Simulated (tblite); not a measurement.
C4H7BrSSi.
Bonds: C1–C2 (triple), C2–C3, C3–C4, C4–S5, S5–Si6, Si6–Br7. Hydrogens: H8 on C1; H9, H10 on C3; H11, H12 on C4; H13, H14 on Si6.

Computed with GFN2-xTB (tblite), gas phase: L-BFGS steps from a force-field or distance-geometry start until the largest atomic force falls under 0.01 eV/Å.

The end geometry, which sets the zero of energy:
```
atom  x, y, z in Å
C1      3.4270    0.2387    0.8010
C2      2.4844   -0.1931    0.2042
C3      1.3173   -0.7079   -0.4831
C4      0.0515   -0.0837    0.0928
S5     -1.4217   -0.8545   -0.6876
Si6    -2.9804    0.2329    0.2810
Br7    -2.7413    2.4076   -0.0837
H8      4.2685    0.6089    1.3057
H9      1.3884   -0.4814   -1.5503
H10     1.2788   -1.7950   -0.3661
H11     0.0266    0.9886   -0.1066
H12    -0.0054   -0.2574    1.1683
H13    -4.2122   -0.1915   -0.3399
H14    -2.8821    0.0874    1.7221
```

Problem. These geometries come from the run, each turned onto the end geometry. Order them by energy, lowest first.
A.
```
atom  x, y, z in Å
C1      3.4957    0.2001    0.7880
C2      2.5210   -0.2047    0.2223
C3      1.3431   -0.7064   -0.4596
C4      0.0763   -0.0642    0.1055
S5     -1.4229   -0.7230   -0.7573
Si6    -3.0390    0.2572    0.2559
Br7    -2.9319    2.4329   -0.1882
H8      4.3514    0.5610    1.2807
H9      1.4217   -0.4903   -1.5303
H10     1.2861   -1.7932   -0.3502
H11     0.0996    1.0160   -0.0258
H12    -0.0276   -0.2981    1.1688
H13    -4.2954   -0.2606   -0.2349
H14    -2.8787    0.0729    1.6828
```
B.
```
atom  x, y, z in Å
C1      3.4694    0.2041    0.7889
C2      2.5016   -0.2064    0.2181
C3      1.3225   -0.7042   -0.4612
C4      0.0620   -0.0673    0.1111
S5     -1.4074   -0.7632   -0.7469
Si6    -2.9934    0.2416    0.2634
Br7    -2.9338    2.4188   -0.1371
H8      4.3309    0.5557    1.2731
H9      1.3921   -0.4797   -1.5283
H10     1.2648   -1.7903   -0.3497
H11     0.0724    1.0130   -0.0371
H12    -0.0324   -0.2860    1.1752
H13    -4.2154   -0.2656   -0.3130
H14    -2.8340    0.1292    1.7014
```
C.
```
atom  x, y, z in Å
C1      3.4426    0.2190    0.7956
C2      2.4908   -0.2024    0.2067
C3      1.3154   -0.7032   -0.4733
C4      0.0587   -0.0684    0.1085
S5     -1.4062   -0.8124   -0.7143
Si6    -2.9825    0.2359    0.2657
Br7    -2.8214    2.4147   -0.1136
H8      4.2908    0.5801    1.2942
H9      1.3772   -0.4803   -1.5414
H10     1.2615   -1.7893   -0.3609
H11     0.0491    1.0077   -0.0730
H12    -0.0140   -0.2643    1.1799
H13    -4.2135   -0.2392   -0.3217
H14    -2.8492    0.1017    1.7055
```
D.
```
atom  x, y, z in Å
C1      3.4734    0.2014    0.7853
C2      2.5042   -0.2118    0.2189
C3      1.3236   -0.7045   -0.4621
C4      0.0646   -0.0632    0.1124
S5     -1.4013   -0.7448   -0.7576
Si6    -3.0024    0.2390    0.2571
Br7    -2.9417    2.4124   -0.1580
H8      4.3337    0.5526    1.2691
H9      1.4115   -0.4740   -1.5280
H10     1.2833   -1.7917   -0.3372
H11     0.0902    1.0184   -0.0347
H12    -0.0277   -0.2966    1.1717
H13    -4.2528   -0.2515   -0.2766
H14    -2.8593    0.1139    1.6973
```
E.
```
atom  x, y, z in Å
C1      3.4952    0.1968    0.7855
C2      2.5363   -0.1948    0.2299
C3      1.3373   -0.7112   -0.4658
C4      0.0662   -0.0685    0.1022
S5     -1.4185   -0.7178   -0.7547
Si6    -3.0412    0.2695    0.2477
Br7    -2.9285    2.4429   -0.1958
H8      4.3682    0.5681    1.2914
H9      1.4233   -0.4941   -1.5356
H10     1.2835   -1.8019   -0.3549
H11     0.1016    1.0155   -0.0212
H12    -0.0268   -0.2950    1.1658
H13    -4.3166   -0.2699   -0.2303
H14    -2.8807    0.0599    1.6936
```

Solution. C (0.002 eV), B (0.006 eV), D (0.013 eV), A (0.034 eV), E (0.103 eV).

In the order of the answer:

```json
{"step": "32", "E above end (eV)": "0.002", "largest force (eV/Å)": "0.06", "rms force component (eV/Å)": "0.019", "rms distance from end (Å)": "0.038", "rms bond change (Å)": "0.001", "bond most changed (Å)": "C2–C3 -0.002"}
{"step": "15", "E above end (eV)": "0.006", "largest force (eV/Å)": "0.06", "rms force component (eV/Å)": "0.020", "rms distance from end (Å)": "0.079", "rms bond change (Å)": "0.001", "bond most changed (Å)": "Si6–Br7 -0.003"}
{"step": "9", "E above end (eV)": "0.013", "largest force (eV/Å)": "0.12", "rms force component (eV/Å)": "0.048", "rms distance from end (Å)": "0.086", "rms bond change (Å)": "0.002", "bond most changed (Å)": "Si6–Br7 -0.004"}
{"step": "4", "E above end (eV)": "0.034", "largest force (eV/Å)": "0.19", "rms force component (eV/Å)": "0.075", "rms distance from end (Å)": "0.099", "rms bond change (Å)": "0.006", "bond most changed (Å)": "C4–S5 +0.014"}
{"step": "1", "E above end (eV)": "0.103", "largest force (eV/Å)": "3.43", "rms force component (eV/Å)": "0.766", "rms distance from end (Å)": "0.103", "rms bond change (Å)": "0.016", "bond most changed (Å)": "C2–C3 +0.030"}
```

The cost below is that of the whole relaxation. Time: 0.41 s wall. Hardware: Arm Neoverse V1, one thread, no GPU, shared host with 32 logical CPUs at a one-minute load of 7.9.
